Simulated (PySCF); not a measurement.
Converging ZnF in the basis (PBE0)

PySCF, UKS reference; doublet, unpaired electrons σ ↑; De to Zn + F without counterpoise correction.

```
             basis                           relativity  functions  Re (Å)  ωe (cm⁻¹)  De (eV)  μ (D)
        x2c-SVPall                        spin-free X2C         50   1.783        627     2.78  -3.07
cc-pVDZ-PP/cc-pVDZ  scalar-relativistic core potentials         52   1.767        642     2.80  -2.56
     jorge-DZP-DKH                        spin-free X2C         58   1.780        623     3.00  -3.03
        def2-TZVPP                        no relativity         95   1.786        601     3.01  -3.05
       def2-TZVPPD                        no relativity        107   1.788        597     3.03  -3.09
```

(1) How does each smaller set differ from the one with most functions, def2-TZVPPD?

A positive dipole means Zn(−)F(+). The state was picked by a PBE0 search and need not be the measured ground state.

Results:

(1) x2c-SVPall: -0.5 pm, +5.0 % in ωe, -0.25 eV in De; cc-pVDZ-PP/cc-pVDZ: -2.1 pm, +7.5 % in ωe, -0.23 eV in De; jorge-DZP-DKH: -0.8 pm, +4.4 % in ωe, -0.03 eV in De; def2-TZVPP: -0.2 pm, +0.7 % in ωe, -0.02 eV in De. All at PBE0; the set with most functions is neither the basis-set limit nor always the best. The rows treat relativity differently, so the differences are not basis effects alone.
